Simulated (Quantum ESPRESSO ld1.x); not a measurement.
The numbers below are computed, except where a source is named.
Ta IV, 70 electrons, occupied as [Xe] 4f14 5d1 6p1 (not the ground configuration). Level of theory: scalar-relativistic Kohn-Sham, LDA (Slater exchange, VWN5 correlation), spin-polarised, spherical densities, point nucleus; open shells are filled with parallel spins first (ld1.x of Quantum ESPRESSO 7.5).

Normalised radial functions P(r) = r R(r), r in bohr:

r           6p up  6p down  5f down
0.00112    0.0008   0.0008   0.0000
0.001314   0.0011   0.0010   0.0000
0.001542   0.0014   0.0013   0.0000
0.00181    0.0018   0.0018   0.0000
0.002141   0.0024   0.0023   0.0000
0.002513   0.0031   0.0030   0.0000
0.002948   0.0040   0.0040   0.0000
0.00346    0.0053   0.0052   0.0000
0.004093   0.0069   0.0068   0.0000
0.004803   0.0090   0.0088   0.0000
0.005637   0.0116   0.0114   0.0000
0.006615   0.0150   0.0147   0.0000
0.007825   0.0194   0.0190   0.0000
0.009182   0.0247   0.0242   0.0000
0.01078    0.0312   0.0305   0.0000
0.01265    0.0390   0.0382   0.0000
0.01496    0.0486   0.0476   0.0000
0.01755    0.0590   0.0578   0.0001
0.0206     0.0704   0.0688   0.0001
0.02417    0.0819   0.0801   0.0002
0.02837    0.0925   0.0904   0.0004
0.03356    0.1008   0.0986   0.0007
0.03938    0.1039   0.1016   0.0011
0.04621    0.0995   0.0974   0.0019
0.05423    0.0852   0.0833   0.0031
0.06415    0.0573   0.0561   0.0052
0.07529    0.0185   0.0180   0.0083
0.08835   -0.0297  -0.0291   0.0129
0.1037    -0.0806  -0.0788   0.0195
0.1226    -0.1254  -0.1227   0.0292
0.1439    -0.1466  -0.1434   0.0413
0.1689    -0.1347  -0.1317   0.0565
0.1982    -0.0841  -0.0822   0.0740
0.2345     0.0045   0.0045   0.0936
0.2751     0.1026   0.1004   0.1111
0.3229     0.1836   0.1796   0.1248
0.3789     0.2164   0.2115   0.1318
0.4482     0.1770   0.1728   0.1293
0.526      0.0708   0.0687   0.1166
0.6173    -0.0775  -0.0764   0.0936
0.7244    -0.2270  -0.2225   0.0610
0.8501    -0.3330  -0.3256   0.0197
1.006     -0.3583  -0.3490  -0.0323
1.18      -0.2830  -0.2736  -0.0896
1.385     -0.1180  -0.1106  -0.1541
1.625      0.1066   0.1101  -0.2250
1.922      0.3554   0.3529  -0.3039
2.256      0.5506   0.5418  -0.3791
2.647      0.6606   0.6486  -0.4480
3.107      0.6634   0.6548  -0.5004
3.675      0.5608   0.5625  -0.5230
4.313      0.4040   0.4163  -0.5013
5.061      0.2438   0.2611  -0.4345
5.939      0.1209   0.1360  -0.3336
7.025      0.0457   0.0546  -0.2169
8.244      0.0140   0.0179  -0.1218
9.675      0.0033   0.0045  -0.0567
11.35      0.0005   0.0008  -0.0213
13.43      0.0001   0.0001  -0.0058
15.76      0.0000   0.0000  -0.0012
18.5       0.0000   0.0000  -0.0002

6p up: eigenvalue -22.745 eV, 4 radial nodes at r = 0.0803, 0.233, 0.570, 1.51 bohr, <r> = 3.11 bohr, 90 % of the charge inside 4.41 bohr. 6p down (empty): eigenvalue -21.341 eV, 4 radial nodes at r = 0.0803, 0.233, 0.569, 1.51 bohr, <r> = 3.16 bohr, 90 % of the charge inside 4.51 bohr. 5f down (empty): eigenvalue -10.613 eV, 1 radial node at r = 0.909 bohr, <r> = 4.20 bohr, 90 % of the charge inside 6.25 bohr.
